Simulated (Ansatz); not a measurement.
(NaCl)2 ring (Na₂Cl₂). Charge 0, multiplicity 1. Geometry B3LYP-D4/def2-TZVP, basis def2-TZVP, Ansatz.

```xyz
4

Na   -1.086   -0.545    1.016
Cl    1.397   -0.193    1.390
Na    1.086    0.546   -1.016
Cl   -1.397    0.193   -1.390
```

```json
{"run": "A", "HOMO (eV)": "-7.38", "LUMO (eV)": "-0.98"}
{"run": "B", "HOMO (eV)": "-9.81", "LUMO (eV)": "0.21"}
{"run": "C", "HOMO (eV)": "-6.37", "LUMO (eV)": "-1.35"}
{"run": "D", "HOMO (eV)": "-8.77", "LUMO (eV)": "-0.56"}
{"run": "E", "HOMO (eV)": "-9.68", "LUMO (eV)": "-0.39"}
{"run": "F", "HOMO (eV)": "-10.58", "LUMO (eV)": "0.30"}
```

The runs used B97M-V, CAM-B3LYP, HF, PBE0, ωB97M-V, ωB97X-V. Estimate which is which.

A PBE0 (25 % exact exchange); B ωB97X-V (range-separated); C B97M-V (0 % exact exchange); D CAM-B3LYP (range-separated); E ωB97M-V (range-separated); F HF (100 % exact exchange). Exact exchange lowers occupied and raises empty levels; among semilocal functionals meta-GGAs tend to open the gap a little, and such runs are hard to tell apart. The gap grows from 5.02 eV (B97M-V) to 10.87 eV (HF).
